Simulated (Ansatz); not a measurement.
CH$_{5}$AlOSe$_{2}$, singlet, at a GFN2-xTB geometry (such geometries of metal compounds can be far from the true shape); PBE0/def2-SVP run with Ansatz (an electronic-structure program).

Input for Ansatz:
Ansatz 0.2 input:
```yaml
crystal:
  periodic: [false, false, false]
  atoms:
    - {symbol: Al, position_ang: [0.02040112, 0.04884785, -0.35147185]}
    - {symbol: O, position_ang: [0.05747606, 0.35777647, -1.96410460]}
    - {symbol: C, position_ang: [0.13400049, 0.57811944, -3.34508241]}
    - {symbol: H, position_ang: [-0.13362585, 1.61273363, -3.56997260]}
    - {symbol: H, position_ang: [1.15002694, 0.38627739, -3.69406353]}
    - {symbol: H, position_ang: [-0.55448282, -0.09196462, -3.86286354]}
    - {symbol: Se, position_ang: [-1.22933300, 1.47288633, 0.98418737]}
    - {symbol: H, position_ang: [-1.62856311, 2.24512306, -0.15756746]}
    - {symbol: Se, position_ang: [1.19399475, -1.75707218, 0.48022959]}
    - {symbol: H, position_ang: [0.83911914, -1.45580141, 1.84675621]}
basis:
  gaussian:
    orbitals: def2-SVP
hamiltonian:
  xc: pbe0
```

Q: Write the output that Ansatz gives for this input, abridged.

A: 
```
Functional definition: PBE0
1306 factors; integrals over basis functions are off by at most 1.4e-3 eV
mean field evaluation 1: about -140417.9426 eV, gradient 4.8e1 eV
mean field evaluation 2: about -140407.0291 eV, gradient 8.9e1 eV
mean field evaluation 4: about -140422.6477 eV, gradient 4.1e0 eV
mean field evaluation 8: about -140422.7954 eV, gradient 1.9e-1 eV
mean field evaluation 16: about -140422.7955 eV, gradient 3.7e-5 eV
mean field -140422.79554172 eV, -5160.4425541688 hartree, gradient 3.7e-5 eV, S^2 0.000000; 0 other end points of the search recorded, 0 dependent functions left out
reference -140422.79557066 eV, -5160.4425552325 hartree; 50, 50 occupied and 85, 85 virtual orbitals, 1306 factors
Total energy: -140422.79557066 eV, -5160.4425552325 hartree
```
